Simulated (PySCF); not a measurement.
Coordinates in bohr (charge 0 multiplicity 1):
```
I     0.0000    0.0000    0.0000
H    -0.0007   -0.0006    3.3422
H     2.5067    1.9541    1.0337
H    -1.9732    2.5312    0.0000
H    -2.5072   -1.9544    1.0319
H     1.9732   -2.5312    0.0000
H     1.5500    1.2082   -2.7034
H    -1.5488   -1.2073   -2.7045
```

Computed with PBE0 in PySCF with I def2-TZVP with ECP28, H def2-TZVP; scalar-relativistic core potentials, no spin–orbit coupling; density-fitted integrals.

This geometry of IH₇ is a stationary point at this level.

(1) What is the point group?

(2) Is it a minimum?

(3) Give the atomic charges and bond orders.

(4) What is the atomisation energy, with and without zero-point energy?

Results:

(1) D5h.

(2) Yes: all harmonic wavenumbers are real.

(3) 
```json
{"atom": "I1", "Mulliken": "0.13", "Löwdin": "0.43", "polar tensor": "2.44", "Mayer order to I1": "–"}
{"atom": "H2,3,5,7,8", "Mulliken": "-0.05", "Löwdin": "-0.08", "polar tensor": "-0.39", "Mayer order to I1": "0.73"}
{"atom": "H4,6", "Mulliken": "0.05", "Löwdin": "0.00", "polar tensor": "-0.24", "Mayer order to I1": "0.77"}
```

(4) 562 kJ/mol without, 429 kJ/mol with.
